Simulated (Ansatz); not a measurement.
**A geometry optimisation of BClSiZn with B3LYP/6-31G***

The starting geometry of this gas-phase singlet was optimised with GFN2-xTB; its bonds are those of `Cl[B]1[Si][Zn]1`.

```yaml
atoms:
  - { symbol: B, position_ang: [-0.3012, 0.1818, -0.0459] }
  - { symbol: Cl, position_ang: [-1.4932, 1.1397, -0.8532] }
  - { symbol: Si, position_ang: [0.8482, -0.9568, 0.8293] }
  - { symbol: Zn, position_ang: [1.7075, 1.1183, 0.0929] }
```

**Question.** Predict what it relaxes into with B3LYP/6-31G*.

**Answer.** It keeps its bonds, and is `Cl[B]1[Si][Zn]1`.

The energy falls by 0.12 eV over 7 steps:

| step | E − E(last) (eV) |
| --- | --- |
| 1 | 0.117 |
| 2 | 0.032 |
| 3 | 0.002 |
| 4 | 0.000 |
| 5 | 0.000 |
| 6 | 0.000 |
| 7 | 0.000 |

Final geometry (Å):

```tsv
atom	x (Å)	y (Å)	z (Å)
B	-0.2565	0.3011	-0.0916
Cl	-1.6093	1.0670	-0.8515
Si	0.8488	-0.9194	0.8124
Zn	1.7783	1.0343	0.1538
```

Frequencies at the end are all real (lowest 124 cm⁻¹). Run with Ansatz 0.2.0, 65 s on 1 thread of AMD EPYC (Zen 3) (shared host).
